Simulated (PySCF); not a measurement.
C4H7OSSi (doublet state).
Geometry (GFN2-xTB, Å), atoms numbered from 1 in this order:
```xyz
14
C4H7OSSi angstrom
C      2.0334    0.1282    0.7829
C      0.9499   -0.0269    0.0473
C      0.2352   -1.2741   -0.3096
Si    -1.6186   -0.8727    0.0076
C     -1.4130    0.9721    0.4508
S      0.0509    1.4448   -0.5665
O     -0.3472    1.1087   -1.9397
H      2.5661   -0.7092    1.2053
H      2.4362    1.1064    0.9840
H      0.6498   -2.1344    0.2134
H      0.3476   -1.4425   -1.3835
H     -2.4836   -1.0912   -1.1501
H     -1.1621    1.1879    1.4862
H     -2.2452    1.6024    0.1498
```

As a line formula: `C=C1C[SiH]C[S@@]1=O` [radical].

Computed with UKS B3LYP, pcH-1 on C H O S Si, non-relativistic, mean-field spin-orbit, GIAO in PySCF 2.14.0. Isolated species at its GFN2-xTB geometry (one conformer only). The geometry wasn't refined by DFT: couplings that depend on bond lengths, twists or pyramidal angles can differ widely from those at the functional's own minimum, by a factor of two or more for some ions and for spin on atoms past the first row. The SCF solution wasn't tested for stability.

Problem. The isotropic 13C couplings are +30.1, +27.7, +8.1, +0.7 MHz. Assign them to C1; C2; C3; C5.

Solution. 
| site | a_iso (MHz) | ρ(0) (bohr⁻³) | position | distance from Si4 (Å) | spin population | largest \|T\| (MHz) |
| --- | --- | --- | --- | --- | --- | --- |
| C1 | +0.7 | +0.0006 | 3 bonds from Si4 | 3.87 | +0.01 | 1.0 |
| C2 | +8.1 | +0.0072 | 2 bonds from Si4 | 2.70 | 0.00 | 1.2 |
| C3 | +27.7 | +0.0247 | 1 bond from Si4 | 1.92 | 0.00 | 8.1 |
| C5 | +30.1 | +0.0268 | 1 bond from Si4 | 1.91 | -0.01 | 5.6 |

ρ(0) is the spin density at the nucleus and T the dipolar tensor; a_iso includes a spin–orbit part. The largest Mulliken spin population is on Si4 (+0.93). The angles at Si4 add up to 325.0°, so it is pyramidal.
